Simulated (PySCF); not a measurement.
**From computed data to an observable: entropy of an ideal gas**

Ga₂H₄, SMILES [GaH2][GaH2].

The structure is a stationary point at PBE0-D3(BJ)/def2-TZVP.

PBE0-D3(BJ)/def2-TZVP run with PySCF 2.14.0 gives the harmonic wavenumbers 203, 236, 292, 292, 553, 553, 715, 790, 1916, 1931, 1931, 1935 cm⁻¹ and the rotational temperatures 3.3684, 0.1047, 0.1047 K. The molar mass is 143.48 g/mol, the symmetry number 4, the spin multiplicity 1.

**Question.** Work out the entropy at 298.15 K and 1 atm in the rigid-rotor, harmonic-oscillator model.

**Answer.** 
Translation (Sackur–Tetrode at 1 atm): S = R[1.5 ln M + 2.5 ln T − 1.16487] = 170.7 J/(mol K).
Rotation: q = (√π/σ) T^1.5/√(θA θB θC) = 11900, S = R[ln q + 3/2] = 90.5 J/(mol K).
Vibration: with u = 1.4388 ν/T, each mode gives R[u/(e^u − 1) − ln(1 − e^−u)]:
```json
[
 {"ν (cm⁻¹)": "203", "modes": "1", "u": "0.98", "S (J/(mol K))": "8.81"},
 {"ν (cm⁻¹)": "236", "modes": "1", "u": "1.14", "S (J/(mol K))": "7.67"},
 {"ν (cm⁻¹)": "292", "modes": "2", "u": "1.41", "S (J/(mol K))": "12.24"},
 {"ν (cm⁻¹)": "553", "modes": "2", "u": "2.67", "S (J/(mol K))": "4.50"},
 {"ν (cm⁻¹)": "715", "modes": "1", "u": "3.45", "S (J/(mol K))": "1.21"},
 {"ν (cm⁻¹)": "790", "modes": "1", "u": "3.81", "S (J/(mol K))": "0.90"},
 {"ν (cm⁻¹)": "1916", "modes": "1", "u": "9.25", "S (J/(mol K))": "0.01"},
 {"ν (cm⁻¹)": "1931", "modes": "2", "u": "9.32", "S (J/(mol K))": "0.02"},
 {"ν (cm⁻¹)": "1935", "modes": "1", "u": "9.34", "S (J/(mol K))": "0.01"}
]
```
These are all the modes. Sum 35.4 J/(mol K).
Spin: R ln 1 = 0.0 J/(mol K).
Total 296.5 J/(mol K); the program's own thermochemistry gives 296.5. Translation makes up 58 % and vibration 12 %. Anharmonicity, hindered rotation and orbital degeneracy are left out.
